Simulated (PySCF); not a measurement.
# Reading the logs of faulty runs: BGeH5NSi

All numbers below are calculated, not measured. The program is PySCF 2.14.0, an open-source quantum chemistry code, run on an isolated molecule that a program drew, which may never have been made. The molecule is BGeH5NSi (charge 0, doublet), drawn as the SMILES string `[BH][GeH2][N]=[SiH2]`.

Each row is a Hartree-Fock (HF) and frozen-core CCSD(T) single point in the cc-pV(D+d)Z basis, meant for a local HF minimum. Run 1 is clean. Each other run has one planted mistake out of seven kinds, and not every kind appears here: one electron removed, one electron added, multiplicity raised by two, geometry at a saddle point, minimal basis STO-3G, one bond length entered in bohr, all coordinates scaled. The reference is restricted for singlets and unrestricted otherwise, and also for a bond in bohr. Adding or removing an electron swaps singlet and doublet. Electrons count all cores. HOMO and LUMO are orbital energies over both spins, the gradient is its largest component, and the lowest frequency (negative if imaginary) is given only where the gradient is small. Bond lengths are over the 8 bonds as drawn. T1 is the CCSD diagnostic: over 0.02 (restricted) or 0.045 (unrestricted) a single reference is doubtful. Germanium has the cc-pVDZ-PP basis, with a core potential (ECP10MDF) in place of its 10 inner electrons, and its 3s, 3p and 3d shells are frozen in CCSD(T).

Geometry of the clean run:
```xyz
9
BGeH5NSi, angstrom
B    -0.2847    1.4721   -2.4591
Ge   -0.2142    2.3328   -0.5697
N    -0.0362    1.1953    0.8464
Si    0.1000   -0.2896    1.3050
H    -0.2368    0.3573   -2.8939
H     0.9721    3.3078   -0.5403
H    -1.5092    3.1335   -0.3685
H     0.1253   -1.4936    0.4467
H     0.2244   -0.6621    2.7237
```

| run | electrons | basis functions | <S^2> | HOMO (eV) | LUMO (eV) | gradient (hartree/bohr) | lowest frequency (cm^-1) | mean bond (Å) | longest bond (Å) | T1 | HF (hartree) | CCSD(T) (hartree) | mistake |
|---|---|---|---|---|---|---|---|---|---|---|---|---|---|
| 1 | 63 | 99 | 0.759 | -8.57 | 1.33 | 3.0e-06 | 61 | 1.5853 | 2.077 | 0.0191 | -664.24151 | -664.72222 | no fault |
| 2 | 63 | 99 | 0.757 | -8.54 | 1.42 | 5.8e-02 | - | 1.5124 | 1.982 | 0.0175 | -664.21919 | -664.69087 | all coordinates scaled |
| 3 | 62 | 99 | 0.000 | -14.81 | -5.99 | 5.6e-02 | - | 1.5853 | 2.077 | 0.0352 | -663.97153 | -664.45029 | one electron removed |
| 4 | 63 | 99 | 3.788 | -7.54 | -1.26 | 5.3e-02 | - | 1.5853 | 2.077 | 0.0318 | -664.13386 | -664.60873 | multiplicity raised by two |
| 5 | 64 | 99 | 0.000 | 0.06 | 5.54 | 5.6e-02 | - | 1.5853 | 2.077 | 0.0209 | -664.18947 | -664.71302 | ? |

**Which mistake was planted in run 5, and what did it cost?**

It counts 64 electrons, one more than the clean run, at the same geometry and basis. So the mistake is: one electron added. Subtracting run 1 and multiplying by 627.51 kcal/mol a hartree, the energy moved by 32.7 kcal/mol in HF and 5.8 kcal/mol in CCSD(T).

Cautions from the logs. Run 3: T1 is over the limit, so its CCSD(T) energy is less reliable; run 5: T1 is over the limit, so its CCSD(T) energy is less reliable and the HOMO is above zero, so the electron isn't bound and the energy depends on the basis.
